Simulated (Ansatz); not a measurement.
Program: Ansatz. Geometries: PBE0-D4/def2-TZVP. ΔE: electronic, gas phase. CCSD(T)/CBS adds triple-zeta CCSD(T) − MP2 to the extrapolated MP2 energy (def2 sets, frozen cores). This one scheme is used for every species. Functionals use def2-TZVPP. B3LYP here is the variant with VWN-RPA as its local correlation; programs differ in this. One conformer a species, not always the lowest.

Consider the ligand exchange at the Si–C bond: `O[SiH2]C[Si](O)(F)F` + `N=C=O` → `O=C=N[SiH2]O` + `C[Si](O)(F)F`.

(1) Is it downhill or uphill in electronic energy at CCSD(T)/CBS, and by how much? (Estimate.)

(2) What do these levels give: PBE0-D4, B3LYP-D4, HF/def2-TZVPP, MP2/def2-TZVPP, CCSD(T)/def2-TZVPP, MP2/CBS(def2)? (An estimate is asked.)

Largest T1 diagnostic among the species: 0.018.

Answers

(1) Ansatz gave: Downhill: ΔE = -21.1 kcal/mol.

(2) Ansatz gave: PBE0-D4 -19.7, B3LYP-D4 -21.3, HF/def2-TZVPP -27.9, MP2/def2-TZVPP -21.8, CCSD(T)/def2-TZVPP -20.9, MP2/CBS(def2) -22.0 kcal/mol.

The D4 term adds +2.3 kcal/mol with B3LYP and +1.3 kcal/mol with PBE0; it sums over pairs of atoms, weighted by their polarisabilities, and B3LYP, whose exchange is more repulsive, gets the larger term. In def2-TZVPP, CCSD(T) changes the Hartree–Fock value by +7.0 kcal/mol (the triples alone add +1.0 kcal/mol) and MP2 by +6.1 kcal/mol. From PBE to PBE0 (25 % exact exchange), in def2-TZVPP and without D4, ΔE moves by −1.2 kcal/mol.
